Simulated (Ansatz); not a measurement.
BMe2(PMe2) (C4H12BP) was relaxed with r2SCAN-D4 (def2-SVP) in Ansatz in these states: charge +1 doublet, neutral singlet. The geometries follow in no particular order.

A:

```xyz
18

B     0.572    0.598    0.466
C     0.400    2.121    0.089
H     0.681    2.222   -0.979
H     1.077    2.789    0.648
H    -0.627    2.510    0.170
C     1.962    0.077    0.996
H     2.727    0.275    0.221
H     2.021   -0.990    1.259
H     2.284    0.668    1.873
P    -0.928   -0.539    0.434
C    -0.395   -2.238   -0.073
C    -2.044   -0.011   -0.947
H     0.025   -2.269   -1.092
H    -1.252   -2.928   -0.024
H     0.366   -2.605    0.632
H    -1.571   -0.109   -1.938
H    -2.966   -0.611   -0.935
H    -2.331    1.041   -0.799
```

B:

Cartesian coordinates in Å:
```
B 0.359 0.460 0.946
C 1.280 -0.415 1.833
H 0.618 -0.900 2.582
H 1.968 0.212 2.424
H 1.850 -1.218 1.344
C -0.138 1.895 1.250
H -0.230 2.057 2.337
H -1.057 2.236 0.753
H 0.675 2.579 0.925
P -0.230 -0.326 -0.735
C -1.378 0.477 -1.868
C 0.218 -1.984 -1.278
H -2.325 -0.088 -1.913
H -0.946 0.507 -2.883
H -1.584 1.502 -1.531
H -0.684 -2.617 -1.341
H 0.680 -1.942 -2.278
H 0.926 -2.433 -0.568
```

Question: Judge from the bond lengths which geometry belongs to which state (an estimate).

Answer: A is the neutral singlet (B1–P10 1.882 Å, P10–C12 1.852 Å, P10–C11 1.852 Å); B is the charge +1 doublet (B1–P10 1.947 Å, P10–C12 1.802 Å, P10–C11 1.802 Å).
